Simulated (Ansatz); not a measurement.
Reactions of CH4Cl2Si, SMILES `ClC[SiH2]Cl`.

Calculated with Ansatz (gas phase, PBE0-D4/def2-TZVP geometries, no zero-point term in ΔE). CCSD(T)/CBS adds triple-zeta CCSD(T) − MP2 to the extrapolated MP2 energy (def2 sets, frozen cores). This one scheme is used for every species. Functionals use def2-TZVPP. B3LYP here is the variant with VWN-RPA as its local correlation; programs differ in this. def2 core potentials past Kr. For I outer-core shells are correlated without core-valence functions, which leaves a few kJ/mol of doubt a bond. One conformer a species, not always the lowest.

```json
{"reaction": "`ClC[SiH2]Cl` + SiH₄ → `[SiH3][SiH2]CCl` + HCl", "B2PLYP (kJ/mol)": "106", "B3LYP-D4 (kJ/mol)": "101", "CCSD(T)/CBS(def2) (kJ/mol)": "101"}
{"reaction": "`ClC[SiH2]Cl` + CH₃NH₂ → `CNC[SiH2]Cl` + HCl", "B2PLYP (kJ/mol)": "13", "B3LYP-D4 (kJ/mol)": "8", "CCSD(T)/CBS(def2) (kJ/mol)": "9"}
{"reaction": "`ClC[SiH2]Cl` + `CCS` → `CCS[SiH2]Cl` + `CCl`", "B2PLYP (kJ/mol)": "-65", "B3LYP-D4 (kJ/mol)": "-69", "CCSD(T)/CBS(def2) (kJ/mol)": "-67"}
{"reaction": "`ClC[SiH2]Cl` + `CC(=N)CI` → `Cl[SiH2]CI` + `CC(=N)CCl`", "B2PLYP (kJ/mol)": "-1", "B3LYP-D4 (kJ/mol)": "-1", "CCSD(T)/CBS(def2) (kJ/mol)": "-3"}
```

Largest T1 diagnostic: 0.011, for `[SiH3][SiH2]CCl`.
